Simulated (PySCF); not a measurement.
# Solvent effects on NMR parameters

Bonds (- single, = double, # triple, : aromatic): C1-C2, C2-C3, C3-S4, S4-C5, C5=S6, C5-S7, S7-C8, C8-Cl9, C8=C3. C1 carries H10, H11, H12; C2 carries H13, H14.

GIAO PBE0/pcSseg-1 in PySCF 2.14.0 with density-fitted response routines on one PBE0-D3(BJ)/def2-SVP conformer, non-relativistic, equivalent nuclei averaged. Solvents enter as an IEF-PCM continuum (cyclohexane with ε = 2.0, chloroform with ε = 4.7) around the gas-phase geometry. Shifts are referred to TMS, CS2 computed in the same medium.

In cyclohexane, δ in ppm: C5 219.2, C3 151.6, C8 127.1, C2 25.1, C1 16.9, S6 486.7, S7 377.6, S4 377.0, H13/H14 2.52, H10/H11/H12 1.15. Dipole moment 4.83 D.

(1) How does each δ change in the more polar medium?

(2) Which nuclei move most (in ppm), and what does the model miss?

Results:

(1) 
```tsv
atoms	environment	Δδ, chloroform
C5	unsaturated ring carbon	+2.9
C3	unsaturated ring carbon	+2.0
C8	unsaturated ring carbon	+0.7
C2	sp3 CH2 on an unsaturated ring	+0.4
C1	methyl carbon	+0.3
S6	sulfur bonded to C	-36.9
S7	ring sulfur	+4.5
S4	ring sulfur	+7.1
H13/H14	hydrogen on an sp3 CH2 on an unsaturated ring	+0.08
H10/H11/H12	hydrogen on a methyl carbon	+0.01
```

Changes are relative to cyclohexane. The dipole moment becomes 5.45 D in chloroform.

(2) S6 (sulfur bonded to C, -36.9 ppm) in chloroform. A continuum only polarises the solute; specific hydrogen bonds, the anisotropy of aromatic solvents and changes of geometry or conformer are outside it.
